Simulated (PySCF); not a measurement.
Input and output of a geometry optimisation on 1,1,1,2-tetrafluorochloroethane (`F[C@H](Cl)C(F)(F)F`).

Method: PBE0-D3(BJ)/def2-SVP geometry optimisation, gas phase in PySCF 2.14.0.

Input of the driver that calls PySCF (job settings, then Cartesian coordinates in Å, the GFN2-xTB start):

```
{"job": {"xc": "PBE0", "basis": "def2-SVP", "d3": "d3bj", "grid": 1, "kind": "geom"}, "charge": 0, "multiplicity": 1}
F      0.9672     1.3453    -0.6460
C      0.7018     0.2986     0.1627
Cl     1.8422    -1.0240    -0.1614
C     -0.7338    -0.1962    -0.0990
F     -0.9116    -0.6345    -1.3383
F     -1.0395    -1.1907     0.7369
F     -1.6169     0.7825     0.1158
H      0.7996     0.6285     1.2047
```

Output:

```
step   0  E = -935.26665319  max force = 0.012461
step   1  E = -935.26269902  max force = 0.055263
step   2  E = -935.26657630  max force = 0.016136
step   3  E = -935.26733664  max force = 0.003903
step   4  E = -935.26750622  max force = 0.001369
step   5  E = -935.26760500  max force = 0.003794
step   6  E = -935.26769023  max force = 0.003161
step   7  E = -935.26771348  max force = 0.000982
step   8  E = -935.26771651  max force = 0.000311
optimisation converged
```

Energies are in Eh and forces in Eh/bohr. The run used 107 basis functions and 63 SCF iterations in all.

On x86-64 server, one thread (shared host), this took 36 s.

Q: How much energy does the optimisation gain, and how much of it in the first step?

A: 0.7 kcal/mol (29 meV) from step 0 to step 8; the first step changes the energy by +2.5 kcal/mol. The largest force component goes from 0.0125 to 0.00031 Eh/bohr.

Final geometry (Å):

```xyz
8
angstrom
F     -1.0574   -0.9869   -0.9914
C     -0.6418   -0.3924    0.1388
Cl    -1.8329    0.7775    0.7046
C      0.6966    0.2979   -0.1396
F      0.5851    1.2272   -1.0746
F      1.1655    0.8551    0.9706
F      1.5719   -0.6146   -0.5529
H     -0.4990   -1.1456    0.9287
```

Point group C1. PBE0-D3(BJ)/def2-SVP frequencies: not computed here. After the best overlay, start and end differ by 0.03 Å (root mean square over atoms). The end geometry stands in another orientation or position than the input.

Bond lengths before and after (atoms numbered from 1 in input order):

| bond | start (Å) | end (Å) | change (Å) |
| --- | --- | --- | --- |
| F1–C2 | 1.349 | 1.343 | -0.006 |
| C2–Cl3 | 1.776 | 1.763 | -0.013 |
| C2–C4 | 1.541 | 1.531 | -0.010 |
| C4–F5 | 1.327 | 1.323 | -0.004 |
| C4–F6 | 1.335 | 1.328 | -0.007 |
| C4–F7 | 1.336 | 1.330 | -0.006 |
| C2–H8 | 1.097 | 1.101 | +0.004 |
